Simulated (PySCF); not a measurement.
F$_{6}$Re, doublet, geometry from GFN2-xTB (such geometries of metal compounds can be far from the true shape) (the multiplicity is a formal guess) (core potentials on Re); PBE0/def2-SVP in PySCF.

PySCF was given this input:
```python
from pyscf import gto, scf, dft

mol = gto.M(
    atom='''
Re    0.00000000   -0.00000000    0.00000000
F     1.10905314   -0.46150799   -1.35505160
F    -1.10905314    0.46150799    1.35505160
F    -1.11122240    0.75995228   -1.16831620
F    -0.88020309   -1.57166272   -0.18512734
F     0.88020309    1.57166272    0.18512734
F     1.11122240   -0.75995228    1.16831620
''',
    basis='def2-svp',
    ecp={'Re': 'def2-svp'},
    spin=1,
    verbose=4,
)

mf = dft.UKS(mol)
mf.xc = 'pbe0'
mf.grids.atom_grid = (99, 590)
mf.grids.prune = None
mf.kernel()
```

What the program printed (banner, timings and long lists left out):

```
PySCF version 2.14.0

[INPUT] verbose = 4
[INPUT] num. atoms = 7
[INPUT] num. electrons = 69
[INPUT] charge = 0
[INPUT] spin (= nelec alpha-beta = 2S) = 1
[INPUT] symmetry False subgroup None
[INPUT] Mole.unit = angstrom
[INPUT] Symbol           X                Y                Z      unit          X                Y                Z       unit  Magmom
[INPUT]  1 Re     0.000000000000   0.000000000000   0.000000000000 AA    0.000000000000   0.000000000000   0.000000000000 Bohr   0.0
[INPUT]  2 F      1.109053140000  -0.461507990000  -1.355051600000 AA    2.095806692189  -0.872123705399  -2.560676408654 Bohr   0.0
[INPUT]  3 F     -1.109053140000   0.461507990000   1.355051600000 AA   -2.095806692189   0.872123705399   2.560676408654 Bohr   0.0
[INPUT]  4 F     -1.111222400000   0.759952280000  -1.168316200000 AA   -2.099905999482   1.436101676939  -2.207797644893 Bohr   0.0
[INPUT]  5 F     -0.880203090000  -1.571662720000  -0.185127340000 AA   -1.663342774096  -2.970012100989  -0.349839970769 Bohr   0.0
[INPUT]  6 F      0.880203090000   1.571662720000   0.185127340000 AA    1.663342774096   2.970012100989   0.349839970769 Bohr   0.0
[INPUT]  7 F      1.111222400000  -0.759952280000   1.168316200000 AA    2.099905999482  -1.436101676939   2.207797644893 Bohr   0.0

nuclear repulsion = 475.55404331465
number of shells = 48
number of NR pGTOs = 201
number of NR cGTOs = 116
basis = def2-svp
ecp = {'Re': 'def2-svp'}

******** <class 'pyscf.dft.uks.UKS'> ********
method = UKS
initial guess = minao
damping factor = 0
level_shift factor = 0
DIIS = <class 'pyscf.scf.diis.CDIIS'>
diis_start_cycle = 1
diis_space = 8
diis_damp = 0
SCF conv_tol = 1e-09
SCF conv_tol_grad = None
SCF max_cycles = 50
direct_scf = True
direct_scf_tol = 1e-13
number electrons alpha = 35  beta = 34
XC library pyscf.dft.libxc version 7.1.2
    S. Lehtola, C. Steigemann, M. J. T. Oliveira, and M. A. L. Marques,  SoftwareX 7, 1–5 (2018)
XC functionals = pbe0
    C. Adamo and V. Barone,  J. Chem. Phys. 110, 6158 (1999)
    M. Ernzerhof and G. E. Scuseria,  J. Chem. Phys. 110, 5029 (1999)
radial grids:
    Treutler-Ahlrichs [JCP 102, 346 (1995); DOI:10.1063/1.469408] (M4) radial grids

becke partition: Becke, JCP 88, 2547 (1988); DOI:10.1063/1.454033
pruning grids: None
grids dens level: 3
symmetrized grids: False
atomic radii adjust function: <function treutler_atomic_radii_adjust>
User specified grid scheme (99, 590)
small_rho_cutoff = 0
Set gradient conv threshold to 3.16228e-05
tot grids = 408872
init E= -664.182755120689

cycle= 1 E= -675.932867854282  delta_E= -11.8  |g|= 1.17  |ddm|= 5.63
cycle= 2 E= -672.774431806776  delta_E= 3.16  |g|= 3.16  |ddm|=  2.8
cycle= 3 E= -676.381801769734  delta_E= -3.61  |g|= 0.358  |ddm|= 2.23
cycle= 4 E= -676.416907734057  delta_E= -0.0351  |g|= 0.181  |ddm|= 0.354
cycle= 5 E= -676.427343194131  delta_E= -0.0104  |g|= 0.0448  |ddm|= 0.141
cycle= 6 E= -676.42814202202  delta_E= -0.000799  |g|= 0.0039  |ddm|= 0.0396
cycle= 7 E= -676.428148914275  delta_E= -6.89e-06  |g|= 0.00048  |ddm|= 0.00346
cycle= 8 E= -676.42814921501  delta_E= -3.01e-07  |g|= 0.000181  |ddm|= 0.000877
cycle= 9 E= -676.428149266055  delta_E= -5.1e-08  |g|= 5.3e-05  |ddm|= 0.000458
cycle= 10 E= -676.428149268017  delta_E= -1.96e-09  |g|= 9.75e-06  |ddm|= 7.92e-05
cycle= 11 E= -676.428149268014  delta_E= 3.18e-12  |g|= 1.23e-05  |ddm|= 1.56e-05
Extra cycle  E= -676.428149267898  delta_E= 1.16e-10  |g|= 2.24e-05  |ddm|= 2.27e-05
converged SCF energy = -676.428149267898  <S^2> = 0.75264364  2S+1 = 2.0026419
```
